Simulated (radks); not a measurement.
Problem. The platinum anion Pt2-, [Hg], held by a Watson sphere: a shell of charge +2 at radius R that stands for the Madelung well of a crystal (potential energy -2/R inside, -2/r outside, in hartree with lengths in bohr). All-electron calculation, scalar-relativistic Kohn-Sham, PBEsol, spin-polarised, spherical densities, finite nucleus; Fermi nuclear charge, rms radius of each element as measured or else 0.836 A^(1/3) + 0.57 fm. Program: a radial shooting solver on a logarithmic mesh with Libxc functionals.

| R (bohr) | e(5p) (eV) | e(6s) (eV) | e(5d) (eV) | <r> 5d (bohr) | sum of <r^2> (bohr^2) | X-ray form factor at sin(theta)/lambda = 0.1 1/angstrom |
|---|---|---|---|---|---|---|
| 3.7 | -53.493 | -5.653 | -4.274 | 1.878 | 88.24 | 74.756 |
| 3.94 | -53.192 | -5.310 | -3.919 | 1.890 | 90.41 | 74.697 |
| 5.75 | -51.474 | -3.285 | -2.007 | 1.955 | 106.6 | 74.409 |
| 6.4 | -51.066 | -2.791 | -1.572 | 1.974 | 113.0 | 74.355 |

Estimate the row for R = 6.49 bohr.

Solution. e(5p) (eV) -51.016; e(6s) (eV) -2.731; e(5d) (eV) -1.520; <r> 5d (bohr) 1.977; sum of <r^2> (bohr^2) 113.9; X-ray form factor at sin(theta)/lambda = 0.1 1/angstrom 74.349.
